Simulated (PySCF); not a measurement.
Ge(OH)2(SH)2 (GeH₄O₂S₂), SMILES [OH][Ge]([OH])([SH])[SH]. Atoms are numbered in the order given.

```xyz
9

O      0.3059    -1.4338    -1.2276
Ge     0.0000     0.0000    -0.2344
O     -0.3059     1.4338    -1.2276
S     -1.8654    -0.1610     0.9304
S      1.8654     0.1610     0.9304
H     -0.5050    -1.7805    -1.6190
H      0.5050     1.7805    -1.6190
H     -2.3677     0.9273     0.3047
H      2.3677    -0.9273     0.3047
```

Geometry: PBE0-D3(BJ)/def2-SVP. This is a generated structure with no PubChem entry under its InChIKey; it may be hypothetical. One conformer was computed; it need not be the lowest.

Level of theory: TDA-PBE/def2-SVPD (PySCF 2.14.0).

Vertical excitations. The molecule is in vacuum. State labels are in the subgroup C2.

Task: Estimate the UV-visible absorptions. (The exact figures need the calculation; the answer reports its results.)

Result: 
```tsv
state	symmetry	energy (eV)	λ (nm)	f	main pairs
S1	B	4.84	256	0.026	HOMO→LUMO 99 %
S2	A	5.19	239	0.022	HOMO−1→LUMO 98 %
S3	B	5.69	218	0.010	HOMO→LUMO+2 97 %
S4	A	5.73	217	0.000	HOMO→LUMO+1 94 %
S5	B	5.97	208	0.011	HOMO−2→LUMO 96 %
S6	B	6.05	205	0.002	HOMO−1→LUMO+1 94 %
S7	A	6.05	205	0.018	HOMO−1→LUMO+2 97 %
S8	B	6.29	197	0.006	HOMO→LUMO+3 83 %
S9	A	6.30	197	0.038	HOMO−3→LUMO 82 %
S10	A	6.49	191	0.006	HOMO→LUMO+4 63 %, HOMO−1→LUMO+3 33 %
T1	B	4.50	276	0	HOMO→LUMO 99 %
T2	A	4.84	256	0	HOMO−1→LUMO 99 %
T3	A	5.42	229	0	HOMO→LUMO+1 94 %
T4	B	5.49	226	0	HOMO→LUMO+2 90 %
```
Triplets are in the Tamm–Dancoff approximation.
